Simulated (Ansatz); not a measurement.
The cluster In6Sb4Br6. The state is a singlet with charge 0. Geometry PBE-D4/def2-SVP; atoms count from 1.

Cartesian coordinates in Å:
```
In -2.880 -1.583 2.383
In 1.361 -2.218 -2.365
In 0.755 3.012 0.795
In 2.362 -0.236 0.029
In -1.977 0.119 -3.391
In 1.400 -2.382 2.571
Sb -0.986 -1.106 -0.240
Sb -2.403 1.415 -0.146
Sb -0.540 0.712 2.004
Sb -0.645 3.179 -1.696
Br 0.493 4.970 2.392
Br 0.976 -3.840 0.093
Br -1.022 -3.352 3.636
Br -1.230 -2.616 -3.675
Br 3.352 2.557 0.390
Br 0.980 1.368 -2.780
```

In the def2 sets In, Sb take a core potential; there is no spin–orbit coupling. Single mean-field runs in def2-SVP are fitted with def2-universal-jkfit. Another isomer (singlet) lies 0.52 eV lower at PBE0-D4/def2-TZVP; other spin states weren't run for this one.

Q: Estimate the Mulliken populations from the PBE0/def2-SVP orbitals of Ansatz.

A: 
```json
{"atom": "In1", "charge (e)": "0.42"}
{"atom": "In2", "charge (e)": "0.39"}
{"atom": "In3", "charge (e)": "0.44"}
{"atom": "In4", "charge (e)": "0.35"}
{"atom": "In5", "charge (e)": "0.43"}
{"atom": "In6", "charge (e)": "0.41"}
{"atom": "Sb7", "charge (e)": "-0.24"}
{"atom": "Sb8", "charge (e)": "-0.06"}
{"atom": "Sb9", "charge (e)": "-0.20"}
{"atom": "Sb10", "charge (e)": "0.18"}
{"atom": "Br11", "charge (e)": "-0.30"}
{"atom": "Br12", "charge (e)": "-0.40"}
{"atom": "Br13", "charge (e)": "-0.39"}
{"atom": "Br14", "charge (e)": "-0.39"}
{"atom": "Br15", "charge (e)": "-0.32"}
{"atom": "Br16", "charge (e)": "-0.30"}
```
Mulliken values depend strongly on the basis.

Q: And the Mayer bond orders between heavy atoms (over 0.3)?

A: In1–Sb7 0.33 (3.27 Å); In1–Br13 0.48 (2.86 Å); In2–Br12 0.36 (2.97 Å); In2–Br14 0.41 (2.93 Å); In3–Sb9 0.66 (2.90 Å); In3–Sb10 0.76 (2.86 Å); In3–Br11 1.01 (2.54 Å); In3–Br15 0.65 (2.67 Å); In4–Br15 0.38 (2.99 Å); In5–Br14 0.52 (2.85 Å); In6–Br12 0.41 (2.91 Å); In6–Br13 0.52 (2.82 Å); Sb7–Sb8 0.83 (2.89 Å); Sb7–Sb9 0.81 (2.92 Å); Sb8–Sb9 0.86 (2.93 Å); Sb8–Sb10 0.94 (2.93 Å); Sb10–Br16 0.75 (2.66 Å).
